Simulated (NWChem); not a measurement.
# SnHCl₂F; SMILES [F][SnH]([Cl])[Cl]

Computed with NWChem. Coordinates come from a PBE0/def2-SVP (def2 core potentials past Kr) optimisation.

For level PBE0/STO-3G, non-relativistic:

highest occupied level (eV): -6.25
orbital gap (eV): 8.22

Q: What are these values for level PBE0/3-21G, non-relativistic?

A: highest occupied level (eV): -9.69
orbital gap (eV): 7.38
